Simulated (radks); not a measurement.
Species: Hf V. Configuration: [Kr] 4d10 4f14 5s1 5p6 6p1 (not the ground configuration).

All-electron calculation, Dirac Kohn-Sham, PBE, spin-unpolarised, spherical densities, point nucleus; open shells fill j = l - 1/2 first. Program: a radial shooting solver on a logarithmic mesh with Libxc functionals.

Energy parts (Ry):
total: -30183.7260
kinetic: 33770.6331
electron-nucleus: -74930.7037
Hartree: 11592.4796
exchange-correlation: -616.1351

Orbitals (lengths in bohr, moments of r in powers of bohr):
| orbital | occ. | eigenvalue (Ry) | <r^2> | <r> |
|---|---|---|---|---|
| 1s1/2 | 2 | -4795.987 | 0.0004949 | 0.01898 |
| 2s1/2 | 2 | -822.7603 | 0.007581 | 0.07976 |
| 2p1/2 | 2 | -785.8947 | 0.005432 | 0.06612 |
| 2p3/2 | 4 | -698.2831 | 0.006638 | 0.07385 |
| 3s1/2 | 2 | -190.2966 | 0.04966 | 0.2081 |
| 3p1/2 | 2 | -173.9701 | 0.04570 | 0.1981 |
| 3p3/2 | 4 | -155.1924 | 0.05236 | 0.2124 |
| 3d3/2 | 4 | -127.5954 | 0.04079 | 0.1863 |
| 3d5/2 | 6 | -123.5000 | 0.04263 | 0.1907 |
| 4s1/2 | 2 | -41.29433 | 0.2478 | 0.4682 |
| 4p1/2 | 2 | -34.60787 | 0.2568 | 0.4747 |
| 4p3/2 | 4 | -30.31604 | 0.2933 | 0.5076 |
| 4d3/2 | 4 | -19.33543 | 0.3244 | 0.5286 |
| 4d5/2 | 6 | -18.54964 | 0.3385 | 0.5401 |
| 4f5/2 | 6 | -4.98580 | 0.5430 | 0.6550 |
| 4f7/2 | 8 | -4.85544 | 0.5612 | 0.6654 |
| 5s1/2 | 1 | -8.49584 | 1.386 | 1.112 |
| 5p1/2 | 2 | -6.53540 | 1.670 | 1.217 |
| 5p3/2 | 4 | -5.90210 | 1.920 | 1.306 |
| 5d3/2 | 0 | -3.27077 | 3.312 | 1.703 |
| 5d5/2 | 0 | -3.20112 | 3.447 | 1.738 |
| 6s1/2 | 0 | -2.81926 | 7.103 | 2.528 |
| 6p1/2 | 1 | -2.30142 | 9.050 | 2.851 |
| 6p3/2 | 0 | -2.17709 | 10.02 | 3.002 |

The highest occupied level is 6p1/2 at -31.312 eV. The configuration is held as typed, so some empty levels lie below it. The density falls to 0.001 e/bohr^3 at r = 3.91 bohr. Summed over all electrons, <r^2> = 35.58 bohr^2, which gives a Langevin (diamagnetic) susceptibility term of -28.2 x 10^-6 cm^3/mol.
